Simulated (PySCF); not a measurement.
**Ionising TlGa**

UHF; Tl def2-SVP with ECP60, Ga def2-SVP; scalar-relativistic core potentials (PySCF 2.14). Neutral (UHF): triplet (σ ↑, π ↑), Re = 2.966 Å, ωe = 125 cm⁻¹, De = 0.60 eV, HOMO -5.38 eV, LUMO -0.13 eV.

TlGa⁺ (UHF): doublet (σ ↑), Re = 3.568 Å, ωe = 68.3 cm⁻¹. The energies at the minima are -2094.50943 hartree for TlGa and -2094.33416 for TlGa⁺.

(1) Work out the adiabatic ionisation energy, without and with harmonic zero-point energies (1 hartree = 27.2114 eV, 1 eV = 8065.5 cm⁻¹), and the change of the bond length.

Spin–orbit coupling is left out, which matters for elements this heavy, above all for dissociation energies. Hartree–Fock leaves out correlation, which carries a large part of most bond energies and some tenths to 1 eV of ionisation energies. States were picked by a PBE0 search and need not be the measured ground states.

## Answers

(1) At UHF: 0.17527 hartree = 4.769 eV between the minima; the zero-point term (68.3 − 125.0)/2 cm⁻¹ = -0.004 eV makes it 4.766 eV. Re changes by +60.2 pm against the neutral. The electron leaves a π orbital, and the ion is left as a loose complex of an ion and an atom.
